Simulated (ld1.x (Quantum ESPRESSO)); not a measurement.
Transferability test, TM potential for silicon

- Element: Si (Z = 14)
- Generator: ld1.x (Quantum ESPRESSO) 7.5
- Type: norm-conserving Troullier–Martins (Kleinman–Bylander form)
- Functional: BLYP
- Relativity: scalar-relativistic
- Frozen core: [Ne]
- Valence charge: 4
- Reference configuration: 3s2 3p2
- Partial waves: 3s (bound): rc 1.35 bohr; 3p (bound): rc 2.05 bohr; 3d channel at -0.05 Ry: rc 2.00 bohr
- Local potential: the d channel
- Core correction: Bessel-smoothed model core inside 1.05 bohr

Energies are relative to the spin-unpolarised reference configuration 3s2 3p2; without spin polarisation the order of configurations can differ from experiment.

```tsv
valence configuration	charge	ΔE all-electron (eV)	error AE − PS (meV)
3s2 3p1	+1	7.589	+3.5
3s1 3p0	+3	57.483	+87
3s1 3p3	0	6.852	-2.0
3s2 3p2.3	-0.3	-0.885	+0.2
3s0 3p4	0	13.875	-10
3s1 3p2	+1	15.044	+5.0
```

Q: What are ΔE and the potential's error for 3s2 3p0?

A: ΔE = 23.479 eV all-electron; the error (AE − PS) is +27 meV.

Levels in the configuration 3s1 3p3:

| level | all-electron (eV) | pseudo (eV) |
| --- | --- | --- |
| 3s | -11.442 | -11.443 |
| 3p | -4.500 | -4.497 |
